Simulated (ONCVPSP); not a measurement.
# Configuration tests for zirconium (ONCV)

ONCVPSP 4.0.1 input, shortened (lines: element, Z, core and valence counts, functional; n l f; lmax; l rc ep ncon nbas qcut; lloc lpopt rc5 dvloc0; l nproj debl; icmod fcfact rcfact), LDA (Perdew-Wang 92), fully relativistic:

```
  Zr 40.00    6    4  -001012      upf
    1    0    2.00
    2    0    2.00
    2    1    6.00
    3    0    2.00
    3    1    6.00
    3    2   10.00
    4    0    2.00
    4    1    6.00
    4    2    2.00
    5    0    1.50
    3
    0    2.25    0.00    5    9    6.70
    1    1.35    0.00    4    9    5.80
    2    3.10    0.00    4    9    4.60
    3    2.35    0.28    4    8    5.20
    4    3    1.30    1.00
    0    2    2.10
    1    1    2.20
    2    2    0.40
    3    2    0.40
    0    0.00    0.00
```

Open shells are filled in proportion to 2j + 1.

Energies are relative to the spin-unpolarised reference configuration 4s2 4p6 4d2 5s1.5; without spin polarisation the order of configurations can differ from experiment.

Problem. Give the all-electron excitation energy and the error of the potential for: 4s2 4p6 4d2 5s2; 4s2 4p6 4d2 5s1; 4s2 4p6 4d2 5s0; 4s2 4p6 4d1 5s0.

Solution.

```json
{"valence configuration": "4s2 4p6 4d2 5s2", "charge": "0", "ΔE all-electron (eV)": "-2.968", "error AE − PS (meV)": "0.0"}
{"valence configuration": "4s2 4p6 4d2 5s1", "charge": "+1", "ΔE all-electron (eV)": "4.377", "error AE − PS (meV)": "-0.2"}
{"valence configuration": "4s2 4p6 4d2 5s0", "charge": "+2", "ΔE all-electron (eV)": "17.611", "error AE − PS (meV)": "-4.3"}
{"valence configuration": "4s2 4p6 4d1 5s0", "charge": "+3", "ΔE all-electron (eV)": "40.428", "error AE − PS (meV)": "+82"}
```

Levels in the configuration 4s2 4p6 4d2 5s2:

```csv
level,all-electron (eV),pseudo (eV)
4s j=1/2,-54.494,-54.473
4p j=3/2,-31.919,-31.906
4p j=1/2,-33.724,-33.710
4d j=5/2,-3.684,-3.680
4d j=3/2,-3.814,-3.810
5s j=1/2,-4.588,-4.589
```
